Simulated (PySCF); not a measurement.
SMILES C(B(O)O)O[SiH3] (CH₇BO₃Si) (GFN2-xTB optimised geometry):

```
13

O      1.272     0.068    -0.011
B      0.651    -1.126     0.000
O      1.283    -2.320     0.009
C     -0.946    -1.126     0.000
O     -1.547     0.136     0.000
Si    -0.952     1.635    -0.034
H      2.229     0.116    -0.013
H      2.242    -2.316     0.008
H     -1.317    -1.673    -0.877
H     -1.320    -1.673     0.876
H     -0.169     2.001     1.150
H     -2.242     2.320    -0.035
H     -0.191     1.953    -1.246
```

Calculation: CAM-B3LYP/def2-TZVP (PySCF 2.14.0).

What are the frontier orbital energies and the dipole moment?

HOMO-2 -10.55 eV, HOMO-1 -9.24 eV, HOMO -9.12 eV, LUMO 0.71 eV, LUMO+1 1.78 eV; dipole moment 4.48 D.

Meta-Löwdin charges at CAM-B3LYP/def2-TZVP: O1 -0.51, B2 0.46, O3 -0.52, C4 -0.11, O5 -0.63, Si6 0.79, H7 0.35, H8 0.34, H9 0.12, H10 0.12, H11 -0.14, H12 -0.13, H13 -0.14.
